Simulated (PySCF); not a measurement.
Cartesian coordinates in Å; atom numbers follow the order of the lines, from 1:
```xyz
16

B     0.7974    1.2569    1.2691
Cl    2.5551    1.2582    1.2694
Cl   -0.0018    2.8220    1.2511
C    -0.0152   -0.0800    1.2790
C    -0.3797   -0.6380   -0.1198
C     0.8534   -0.9675   -0.9537
C    -1.3327    0.2765   -0.8810
H    -0.9486    0.0793    1.8443
H     0.5713   -0.8420    1.8181
H    -0.9137   -1.5865    0.0677
H     1.4147   -0.0584   -1.2239
H     0.5665   -1.4686   -1.8910
H     1.5448   -1.6310   -0.4124
H    -0.8602    1.2404   -1.1286
H    -2.2385    0.4956   -0.2949
H    -1.6471   -0.1909   -1.8269
```

Geometry: PBE0-D3(BJ)/def2-SVP; GIAO shifts from PySCF 2.14, gas phase, non-relativistic, averaged over equivalent atoms.

At PBE0/pcSseg-1 (178 basis functions, 100 s wall time (80 s CPU) on 1 thread of an Intel Xeon, shared host):
```json
{"atoms": "B1", "δ (ppm)": "67.6"}
{"atoms": "Cl2/Cl3", "δ (ppm)": "314.9"}
{"atoms": "C4", "δ (ppm)": "39.5"}
{"atoms": "C5", "δ (ppm)": "29.8"}
{"atoms": "C6/C7", "δ (ppm)": "25.3"}
{"atoms": "H10", "δ (ppm)": "1.86"}
{"atoms": "H8/H9", "δ (ppm)": "1.60"}
{"atoms": "H11/H12/H13/H14/H15/H16", "δ (ppm)": "1.07"}
```

δ = σ(ref) − σ, references computed at the same level: BF3·OEt2 for ¹¹B (σ = 100.73 ppm); ³⁵Cl (σ = 943.27 ppm) vs HCl; TMS for ¹³C (σ = 184.41 ppm), ¹H (σ = 31.27 ppm).

Question: Estimate the result of repeating the calculation with B3LYP/pcSseg-1.

Answer: 
| atoms | δ at B3LYP/pcSseg-1 | change |
| --- | --- | --- |
| B1 | 69.9 | +2.3 |
| Cl2/Cl3 | 312.3 | -2.6 |
| C4 | 40.4 | +0.9 |
| C5 | 31.6 | +1.8 |
| C6/C7 | 26.1 | +0.8 |
| H10 | 1.86 | +0.00 |
| H8/H9 | 1.58 | -0.02 |
| H11/H12/H13/H14/H15/H16 | 1.09 | +0.02 |

Shifts are taken against calculated references (same method and geometry level): BF3·OEt2 for ¹¹B (97.83 ppm); ³⁵Cl (930.46 ppm) vs HCl; ¹³C (179.24 ppm), ¹H (31.38 ppm) vs TMS.

The largest change is at Cl2/Cl3 (chlorine bonded to B). Cost: 178 basis functions, 65 s wall time (56 s CPU) on 1 thread of an Intel Xeon, shared host. The order of the carbon signals is the same at both levels.

A carbon bonded to boron is broadened by the quadrupolar boron nucleus and is often missing from a measured spectrum.
